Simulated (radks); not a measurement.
Question: Radial electron density D(r) = 4 pi r^2 rho(r) of an atom or ion with 14 electrons. All-electron calculation, Dirac Kohn-Sham, relativistic LDA (MacDonald-Vosko exchange, VWN5 correlation), spin-unpolarised, spherical densities, finite nucleus; Fermi nuclear charge, rms radius of each element as measured or else 0.836 A^(1/3) + 0.57 fm. Program: a radial shooting solver on a logarithmic mesh with Libxc functionals.

r (bohr)  D(r) (e/bohr)
0.001875          3.483
0.002097          4.215
0.002346          5.087
0.002603          6.044
0.002911          7.255
0.003256          8.680
0.003642          10.35
0.004042          12.13
0.004521          14.34
0.005056          16.86
0.00561           19.49
0.006275          22.64
0.007019          26.12
0.007788          29.62
0.008711          33.62
0.009744          37.79
0.01081           41.71
0.01209           45.86
0.01353           49.75
0.01501           52.98
0.01679           55.84
0.01878           57.87
0.02083           58.88
0.0233            58.95
0.02607           57.99
0.02892           56.33
0.03235           54.00
0.03618           51.57
0.04047           49.60
0.04491           48.67
0.05023           49.08
0.05618           51.18
0.06234           54.51
0.06973           59.05
0.07799           63.62
0.08654           66.80
0.0968            67.93
0.1083            65.81
0.1201            60.71
0.1344            52.41
0.1503            42.54
0.1668            33.55
0.1865            25.65
0.2086            20.56
0.2315            18.34
0.259             17.69
0.2896            17.43
0.3214            16.42
0.3595            14.02
0.4021            10.58
0.4497            6.941
0.499             4.088
0.5582            1.966
0.6243           0.7874
0.6927           0.2814
0.7748          0.07517
0.8667          0.01576
0.9616         0.002907
1.076         0.0003538

What is the nuclear charge?

Answer: Z = 46. The innermost maximum, from 1s, lies near gamma/Z bohr with gamma = sqrt(1 - (Z/c)^2) = 0.942, here 0.0205 bohr (found: 0.0222), and its height grows with Z. The density is that of the palladium ion Pd32+ in [Ne] 3s2 3p2; the configuration itself is not fixed sharply by these data, and Z only to a few units. D(r) has 2 maxima, at r = 0.0222, 0.0953 bohr, and minima at 0.0460 bohr, inside which lie 2.09 electrons.
